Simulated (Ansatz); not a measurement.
Computed with Ansatz.

CH$_{4}$BrFOSi, SMILES `FCO[SiH2]Br` at its PBE0-D4/def2-TZVP geometry, where that method's forces vanish. Total charge 0; spin multiplicity 1.

```tsv
atom	x (Å)	y (Å)	z (Å)
F1	-0.814	1.628	-0.786
C2	-1.102	0.793	0.266
O3	0.055	0.251	0.777
Si4	1.155	-0.659	-0.037
Br5	0.128	-2.315	-1.099
H6	-1.575	1.389	1.049
H7	-1.773	0.014	-0.112
H8	1.884	0.123	-1.055
H9	2.041	-1.224	0.997
```

For each bond, give half the difference of the two atoms' forces along it (eV/Å; positive pushes the atoms apart) under PBE-D4, r2SCAN-D4, B3LYP-D4, ωB97M-V in def2-TZVPP. (Best estimate.)

The calculation gave: 
| bond | length (Å) | PBE-D4 | r2SCAN-D4 | B3LYP-D4 | ωB97M-V |
| --- | --- | --- | --- | --- | --- |
| F1–C2 | 1.374 | 0.53 | 0.32 | 0.40 | 0.24 |
| C2–O3 | 1.376 | 0.22 | 0.23 | 0.21 | 0.22 |
| C2–H6 | 1.092 | 0.04 | -0.11 | -0.20 | -0.18 |
| C2–H7 | 1.095 | 0.03 | -0.10 | -0.16 | -0.17 |
| O3–Si4 | 1.643 | 0.27 | -0.04 | 0.04 | 0.04 |
| Si4–Br5 | 2.220 | 0.10 | 0.04 | 0.24 | 0.05 |
| Si4–H8 | 1.476 | 0.02 | -0.03 | -0.13 | -0.17 |
| Si4–H9 | 1.474 | 0.04 | -0.03 | -0.16 | -0.17 |

B3LYP here is the variant with VWN-RPA as its local correlation; programs differ in this.
